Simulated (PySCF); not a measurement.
## Fine-structure interval of Kr+ by level of theory

Kr+ [Ar] 3d10 4s2 4p5 [4p1/2^2 4p3/2^3, M_J = 3/2] → Kr+ [Ar] 3d10 4s2 4p5 [4p1/2^1 4p3/2^4, M_J = 1/2], as a difference of total energies. Calculation: PySCF 2.14, in x2c-TZVPPall-2c; the two-component X2C-1e Hamiltonian. Correlated levels: [Ne] frozen. "Screened" scales the spin-orbit matrix elements by Boettger's factors to mimic the two-electron term; Breit and QED terms are absent.

```csv
method,fine-structure interval (cm⁻¹),error (cm⁻¹)
GHF (screened spin-orbit),4790.8,-579
GMP2 (screened spin-orbit),5376.1,+6
GHF (bare spin-orbit),5100.0,-270
```

Reference: 5370.1 cm⁻¹ (measured; NIST Handbook of Basic Atomic Spectroscopic Data (Sansonetti and Martin, J. Phys. Chem. Ref. Data 34, 1559 (2005))).

Errors of the correlated levels include the incompleteness of this basis and the frozen core.
